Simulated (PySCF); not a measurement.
# Reading the logs of faulty runs: CClFH3Si

These are calculations, not measurements. They come from PySCF 2.14.0, an open-source quantum chemistry program, on an isolated molecule that a program drew, which may never have been made. The molecule is CClFH3Si (charge 0, doublet), drawn as the SMILES string `C[Si](F)Cl`.

Each row is a Hartree-Fock (HF) and frozen-core CCSD(T) single point in the cc-pV(D+d)Z basis, meant for a local HF minimum. Run 1 is clean. Each other run has one planted mistake out of seven kinds, and not every kind appears here: one electron removed, one electron added, multiplicity raised by two, geometry at a saddle point, minimal basis STO-3G, one bond length entered in bohr, all coordinates scaled. The reference is restricted for singlets and unrestricted otherwise, and also for a bond in bohr. Adding or removing an electron swaps singlet and doublet. Electrons count all cores. HOMO and LUMO are orbital energies over both spins, the gradient is its largest component, and the lowest frequency (negative if imaginary) is given only where the gradient is small. Bond lengths are over the 6 bonds as drawn. T1 is the CCSD diagnostic: over 0.02 (restricted) or 0.045 (unrestricted) a single reference is doubtful.

Geometry of the clean run:
```xyz
7
CClFH3Si, angstrom
C    -0.5965    1.5373    1.1575
Si   -0.5741    0.8672   -0.5813
F    -0.2154    2.0777   -1.5862
Cl    0.9252   -0.5424   -0.7840
H    -0.8017    0.7397    1.8738
H    -1.3652    2.3071    1.2555
H     0.3763    1.9794    1.3898
```

| run | electrons | basis functions | <S^2> | HOMO (eV) | LUMO (eV) | gradient (hartree/bohr) | lowest frequency (cm^-1) | mean bond (Å) | longest bond (Å) | T1 | HF (hartree) | CCSD(T) (hartree) | mistake |
|---|---|---|---|---|---|---|---|---|---|---|---|---|---|
| 1 | 49 | 89 | 0.754 | -9.70 | 1.30 | 3.1e-05 | 151 | 1.4704 | 2.068 | 0.0125 | -887.58735 | -888.18198 | no fault |
| 2 | 48 | 89 | 0.000 | -18.76 | -7.64 | 1.1e-01 | - | 1.4704 | 2.068 | 0.0178 | -887.26657 | -887.87179 | one electron removed |
| 3 | 49 | 89 | 1.067 | -9.26 | -0.91 | 2.7e-02 | - | 1.7770 | 3.907 | 0.0437 | -887.48053 | -888.06805 | one bond length entered in bohr |
| 4 | 49 | 31 | 0.753 | -7.22 | 4.58 | 2.2e-02 | - | 1.4704 | 2.068 | 0.0122 | -877.42637 | -877.55833 | ? |

**Which mistake was planted in run 4, and what did it cost?**

It has 31 basis functions where the clean run has 89, with the same electrons and geometry. So the mistake is: minimal basis STO-3G. Subtracting run 1 and multiplying by 627.51 kcal/mol a hartree, the energy moved by 6376.1 kcal/mol in HF and 6666.4 kcal/mol in CCSD(T).

